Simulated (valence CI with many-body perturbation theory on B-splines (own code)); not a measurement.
# Missing levels of W⁶⁷⁺

Calculated by configuration interaction combined with many-body perturbation theory (CI+MBPT): five valence electrons over a frozen Dirac-Fock core [He], radial functions for each j: 11 s, 11 p, 10 d, 8 f, 5 g, 2 h, with the one-electron correlation potential Σ1, the two-electron term Σ2, the three-electron term Σ3, Breit, model QED; selected CI, second order for the rest, scaled by the run's own slope (own B-spline code, finite nucleus).

The last digits are not significant, and no measured levels were compared; by estimate large intervals hold to a few tenths of a per cent, small ones and those within an open d or f shell to about a per cent. Among the levels kept, up to 7500 cm⁻¹ of a level comes from second order outside the variational space, and about a tenth of that is noise between levels of different J, which matters for small intervals.

| Level | E (eV) |
| --- | --- |
| (2s^2 2p1/2^2 2p3/2) J=3/2 | 0.0 |
| (2s^2 2p1/2 2p3/2^2) J=3/2 | 1387.7 |
| (2s^2 2p1/2 2p3/2^2) J=5/2 | 1410.8 |
| (2s^2 2p1/2 2p3/2^2) J=1/2 | 1463.5 |
| (2s 2p1/2^2 2p3/2^2) J=5/2 | ? |
| (2s 2p1/2^2 2p3/2^2) J=1/2 | ? |
| (2s 2p1/2^2 2p3/2^2) J=3/2 | 1841.6 |
| (2s^2 2p3/2^3) J=3/2 | ? |
| (2s 2p1/2 2p3/2^3) J=3/2 [a] | 3149.6 |
| (2s 2p1/2 2p3/2^3) J=5/2 | 3190.8 |
| (2s 2p1/2 2p3/2^3) J=1/2 | 3256.1 |
| (2s 2p1/2 2p3/2^3) J=3/2 [b] | 3264.2 |
| (2p1/2^2 2p3/2^3) J=3/2 | ? |
| (2s 2p3/2^4) J=1/2 | 4662.4 |
| (2p1/2 2p3/2^4) J=1/2 | 5064.3 |
| (2s^2 2p1/2^2 3s) J=1/2 | 8808.1 |
| (2s^2 2p1/2^2 3p1/2) J=1/2 | ? |
| (2s^2 2p1/2^2 3p3/2) J=3/2 | ? |
| (2s^2 2p1/2^2 3d3/2) J=3/2 | 9429.1 |
| (2s^2 2p1/2^2 3d5/2) J=5/2 | 9547.5 |

Levels are named by their leading jj configuration (3d3/2^4 stands for four electrons in 3d with j = 3/2), which in mixed levels can hold well under half, so a name can repeat and another be missing. Letters in brackets count levels of one name in rising energy.

Question: The levels stand in rising order. What does the calculation give for the missing energies?

Answer: (2s 2p1/2^2 2p3/2^2) J=5/2 1734.1; (2s 2p1/2^2 2p3/2^2) J=1/2 1840.3; (2s^2 2p3/2^3) J=3/2 2854.2; (2p1/2^2 2p3/2^3) J=3/2 3646.5; (2s^2 2p1/2^2 3p1/2) J=1/2 8913.3; (2s^2 2p1/2^2 3p3/2) J=3/2 9338.5.
